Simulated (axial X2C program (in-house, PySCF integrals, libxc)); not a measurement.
## Potential curves of NaTi⁻, with spin–orbit coupling

All values were computed with an axial X2C code built on PySCF integrals. Two-component (2c) means X2C with spin–orbit coupling and atomic mean-field two-electron Coulomb and Gaunt terms. Basis: Ti dyall-acv3z [11s11p7d4f2g], Na dyall-av3z [10s9p5d2f] (cores contracted in-house); Gaussian nuclei, density fitting, unrestricted open shells. Masses: Ti 47.948 u, Na 22.990 u.

State: Ω = 4 (⟨Sz⟩ = 2.00, ⟨Lz⟩ = 2.00 at PBE0). Energies in eV from the lowest point of each curve. Fits are polynomials in 1 − R0/R over 0.85 to 1.23 times the lowest point R0.

```json
{"R (Å)": "2.9162", "PBE0": "0.0848"}
{"R (Å)": "3.0503", "PBE0": "0.0358"}
{"R (Å)": "3.1509", "PBE0": "0.0143"}
{"R (Å)": "3.2514", "PBE0": "0.0031"}
{"R (Å)": "3.3520", "PBE0": "0.0000"}
{"R (Å)": "3.4693", "PBE0": "0.0045"}
{"R (Å)": "3.5866", "PBE0": "0.0159"}
{"R (Å)": "3.7375", "PBE0": "0.0373"}
{"R (Å)": "3.9218", "PBE0": "0.0711"}
{"R (Å)": "4.1900", "PBE0": "0.1269"}
```

The state is a single determinant with fixed occupations, the lowest that a limited PBE0 search found. Density functionals use the spin component along the axis (collinear). Other states lie close and PBE0, whose exact exchange favours high spin, may order them wrongly; the determinant shown need not be the ground state. The nearest other spin-free determinant of the search, M_S = 2, Λ = 0, lies 0.07 eV up at the distance of the search. Without a current term, density functionals place determinants with orbital angular momentum somewhat too high. The spin of this state cannot come from the lowest atoms; the curve heads to a higher limit, and no De is given. With several unpaired electrons one determinant need not be a pure state. A state of lower Ω lies just above, and one determinant can place such states too high, so the state shown need not be the lowest. The search has Ω = 2 only 0.05 eV up. Open-shell Ω = 0 determinants with evenly filled partner blocks cannot be reached by this program, so the Ω shown need not be the lowest component. The highest occupied level of some functionals is positive through self-interaction error; at Hartree–Fock it is bound.

Task: Fit the PBE0 curve near its minimum: give the equilibrium distance and the harmonic wavenumber.

Result: At PBE0, 2c: Re = 3.345 Å, ωe ≈ 107 cm⁻¹; Be follows as 0.097 cm⁻¹.
